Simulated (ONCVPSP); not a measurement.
## u(r) = r·R(r): atom against pseudo-atom (neon)

Columns: radius, all-electron u(r) and pseudo u(r) of the 2s shell (level -45.58 eV) of neon in the configuration [He] 2s2 2p5.5; PBE, scalar-relativistic, ONCV scheme, ONCVPSP 4.0.1.

```tsv
r (bohr)	all-electron	pseudo
0.072	-0.4835	0.1318
0.145	-0.3373	0.2729
0.217	-0.0030	0.4077
0.290	0.3449	0.5496
0.362	0.6308	0.6917
0.435	0.8446	0.8188
0.507	0.9839	0.9410
0.580	1.0634	1.0481
0.652	1.0943	1.0935
0.725	1.0897	1.0897
0.798	1.0597	1.0596
0.870	1.0132	1.0131
0.942	0.9561	0.9561
1.015	0.8922	0.8922
1.088	0.8257	0.8257
1.160	0.7600	0.7599
1.232	0.6958	0.6957
1.305	0.6333	0.6333
1.378	0.5743	0.5742
1.450	0.5199	0.5198
1.522	0.4693	0.4693
1.595	0.4221	0.4221
1.668	0.3789	0.3788
1.740	0.3400	0.3400
1.812	0.3047	0.3046
1.885	0.2723	0.2722
```

(1) How many radial nodes do the two functions have?

(2) At about which radius was the pseudo-wave matched?

(3) Where does each function peak?

(4) Is the pseudo-wave norm-conserving?

Results:

(1) The all-electron 2s function has n − l − 1 = 1; the pseudo-wave has 0, since the states of the same l below it are removed with the core.

(2) 0.70 bohr, where the columns begin to agree (steps of 0.07 bohr).

(3) Outermost all-electron maximum near 0.65 bohr, pseudo maximum near 0.65 bohr (to the table’s step).

(4) Yes: the ONCV scheme keeps the norm inside the radius equal to the all-electron one, which fixes the energy derivative of the logarithmic derivative at the level.
